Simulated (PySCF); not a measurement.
Species: C₄H₁₀NPSi.
Geometry (GFN2-xTB, Å), atoms numbered from 1 in this order:
```
atom  x, y, z in Å
C1    -2.9486   -0.5873    0.5335
Si2   -1.2562   -1.1908   -0.0888
P3    -1.2884   -1.1705   -2.3461
C4     0.0826   -0.1006    0.5822
C5     0.9504    0.6499    0.9588
C6     2.0934    1.4665    1.3470
N7     3.3509    1.0243    0.7567
H8    -3.1465    0.4348    0.2223
H9    -3.7452   -1.2132    0.1409
H10   -2.9993   -0.6204    1.6170
H11   -0.9770   -2.5736    0.3324
H12    0.0749   -1.3618   -2.4803
H13   -1.1632    0.2021   -2.4638
H14    2.2036    1.4465    2.4366
H15    1.9187    2.5035    1.0384
H16    3.2842    1.0288   -0.2562
H17    3.5589    0.0739    1.0460
```

The calculation used TDDFT wB97X-D/def2-SVPD, vertical, gas phase, core orbitals frozen in the response (PySCF).

Computed states:

| state | E (eV) | f |
| --- | --- | --- |
| S1 | 5.88 | 0.0086 |
| S2 | 6.10 | 0.033 |
| S3 | 6.13 | 0.050 |
| S4 | 6.56 | 0.024 |
| S5 | 6.69 | 0.083 |
| S6 | 6.85 | 0.104 |
| S7 | 7.04 | 0.392 |
| S8 | 7.32 | 0.015 |

Broadening: Gaussians 0.4 eV wide at half height, area fixed by f = 4.319×10⁻⁹ ∫ε dν̃. The width is an assumption, not a result. The curve ends short of the highest state used, and states not computed would add to its high-energy end.

Problem. What does the envelope look like, and where are its maxima?

Solution. 
| E (eV) | ε (L mol⁻¹ cm⁻¹) |
| --- | --- |
| 5.28 | 1 |
| 5.32 | 3 |
| 5.36 | 6 |
| 5.40 | 12 |
| 5.44 | 23 |
| 5.49 | 49 |
| 5.53 | 85 |
| 5.57 | 143 |
| 5.61 | 232 |
| 5.65 | 364 |
| 5.69 | 552 |
| 5.73 | 815 |
| 5.77 | 1168 |
| 5.82 | 1758 |
| 5.86 | 2351 |
| 5.90 | 3037 |
| 5.94 | 3775 |
| 5.98 | 4503 |
| 6.02 | 5141 |
| 6.06 | 5608 |
| 6.10 | 5839 |
| 6.15 | 5762 |
| 6.19 | 5440 |
| 6.23 | 4973 |
| 6.27 | 4475 |
| 6.31 | 4072 |
| 6.35 | 3880 |
| 6.39 | 3984 |
| 6.44 | 4598 |
| 6.48 | 5482 |
| 6.52 | 6686 |
| 6.56 | 8168 |
| 6.60 | 9891 |
| 6.64 | 11832 |
| 6.68 | 13991 |
| 6.72 | 16380 |

Maxima: 203 nm (6.11 eV), ε about 5900, made up of S2 (38%) and S3 (57%) (ε in L mol⁻¹ cm⁻¹; maxima over ε = 5, shares over 10%). At its high-energy end, 6.72 eV, the curve is still rising (ε about 16000, from S5, S6 and S7).

Problem. Coming from long wavelengths, where does ε first pass 100 L mol⁻¹ cm⁻¹?

Solution. At about 224 nm (5.54 eV), 0.34 eV below S1.

Problem. On this curve, what absorbance would a 10⁻³ mol/L sample give at 193 nm over a 1 cm path?

Solution. 193 nm is 6.424 eV, where ε is about 4300 L mol⁻¹ cm⁻¹, so A = ε c l ≈ 4.3 (Beer–Lambert, with the gas-phase spectrum and the assumed width).

Problem. What would ε be at 6.11 eV, the highest of these maxima, with half the width (0.2 eV)?

Solution. About 10900 L mol⁻¹ cm⁻¹ against 5860, a factor of about 1.9; a lone state at its own centre would give exactly 2.

One conformer stands for the species.
